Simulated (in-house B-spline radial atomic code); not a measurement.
**RPA and G0W0 on PBE0: Mg+**

Configuration [Ne] 3s1, highest spin, mean-field start PBE0. Computed with a B-spline radial code for spherical atoms: all electrons, scalar-relativistic (spin-free one-electron X2C), finite nucleus, each spin shell either full or empty, empty states to l = 9 with an (l + 1/2)⁻⁴ tail; G0W0 by contour deformation at full frequency.

RPA overbinds a lone outer s electron by self-correlation, and G0W0 tends to as well.

Command:
```bash
python run_gw.py task.json out
```
Settings (radii: box in bohr, nucleus in fm):
```
Z                        12
electrons                11
configuration            [Ne] 3s1
hamiltonian              x2c
method                   pbe0
lmax                     9
rms_radius               3.057
spin_polarised           True
box_radius               23.78
intervals                72
ion_configuration        [He] 2s2 2p6
```

Cost of the run: 4.2 s on 1 thread of Arm Neoverse N1, on a shared host.

Energies (hartree):

```tsv
term	value
mean-field total	-200.00383
Hartree-Fock functional on these orbitals	-199.67434
direct second order	-0.70887
second-order exchange	0.2621
SOSEX correction	0.23679
```

Task: What is the RPA correlation energy, and what remains with SOSEX?

Result: RPA gives -0.61907 hartree (-1.53 eV per electron); RPA + SOSEX gives -0.38228, and the second-order doubles -0.44677 hartree (no singles). SOSEX takes back 38 % of the RPA value.

Quasi-particle levels (eV):

```json
{"level": "3s up", "occupied": "yes", "mean field": "-12.727", "Σx - vxc": "-2.06", "Σc": "?", "QP weight": "?", "G0W0": "?"}
{"level": "3s down", "occupied": "no", "mean field": "-9.061", "Σx - vxc": "3.13", "Σc": "-1.60", "QP weight": "0.912", "G0W0": "-7.526"}
```

G0W0 = mean field + (Σx - vxc) + Σc, with Σc (partial-wave tail included) taken at the quasi-particle energy. Only the outer levels were computed. Levels of low weight are left out.

Task: Where does G0W0 put 3s up?

Result: At -15.581 eV, with Σc = -0.80 eV and a quasi-particle weight of 0.940. The tabulated removal energy is 15.035 eV (NIST, measured); the calculation leaves out spin-orbit coupling, Breit and QED terms, and what these don't explain is the method's own error.

Task: What does it cost to remove one electron (to [He] 2s2 2p6) by differences of total energies, each species on its own start (correlation terms add to the Hartree-Fock functional)?

Result: PBE0 15.255 eV, Hartree-Fock functional 14.723 eV, + RPA 15.518 eV, + RPA + SOSEX 14.991 eV, + second order 15.087 eV. Tabulated: 15.035 eV (NIST, measured); the calculation leaves out spin-orbit coupling, Breit and QED terms, and what these don't explain is the method's own error.
